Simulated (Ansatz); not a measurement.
`C[SiH2]P` + `SS` → `C[SiH2]SS` + PH₃ at 298.15 K and 1 bar (cleavage of the Si–P bond).

Gas-phase electronic energies from Ansatz, PBE0-D4/def2-TZVP geometries. CCSD(T)/CBS is the MP2 limit (def2-TZVPP, def2-QZVPP) plus CCSD(T) − MP2 in def2-TZVPP, frozen cores. This one scheme is used for every species. One conformer a species, not always the lowest.

```json
{"species": "`C[SiH2]P`", "CCSD(T)/CBS energy (Eh)": "-672.28696", "H − E (kJ/mol)": "205.7", "S (J/(mol·K))": "318.4"}
{"species": "`SS`", "CCSD(T)/CBS energy (Eh)": "-796.74576", "H − E (kJ/mol)": "60.1", "S (J/(mol·K))": "251.3"}
{"species": "`C[SiH2]SS`", "CCSD(T)/CBS energy (Eh)": "-1126.32699", "H − E (kJ/mol)": "192.7", "S (J/(mol·K))": "350.7"}
{"species": "PH₃", "CCSD(T)/CBS energy (Eh)": "-342.72256", "H − E (kJ/mol)": "73.1", "S (J/(mol·K))": "210.2"}
```

H − E and S are ideal-gas, rigid-rotor, harmonic terms from PBE0-D4/def2-TZVP, for one conformer and one mirror image of each species. 1 Eh = 2625.50 kJ/mol, R = 8.31446 J/(mol·K).

Q: By hand: ΔE, ΔH, ΔS and ΔG.

A: ΔE = (-1126.32699) + (-342.72256) − (-672.28696) − (-796.74576) = -0.01683 Eh = -44.2 kJ/mol. Δ(H − E) = 192.7 + 73.1 − 205.7 − 60.1 = 0.0, so ΔH = -44.2 kJ/mol. ΔS = 350.7 + 210.2 − 318.4 − 251.3 = -8.8 J/(mol·K). ΔG = -44.2 − 298.15 × (-8.8)/1000 = -41.6 kJ/mol.

Q: By hand: the equilibrium constant, and the temperature at which ΔG would vanish if ΔH and ΔS stayed fixed.

A: log₁₀ K = −ΔG/(RT ln 10) = 7.3. ΔG = 0 at ΔH/ΔS = 5023 K, far beyond where these terms or the molecules hold.

The number of gas molecules stays the same, so ΔS is small and ΔH decides. A doubt of 5 kJ/mol in ΔE shifts log₁₀ K by 0.9 here. Other conformers and mirror images would add mixing entropy, several J/(mol·K) or more a flexible species. These are equilibria of isolated gas molecules and say nothing of rates. Largest T1 diagnostic: 0.013 (customary marks: 0.02 for closed shells, 0.045 for open ones).
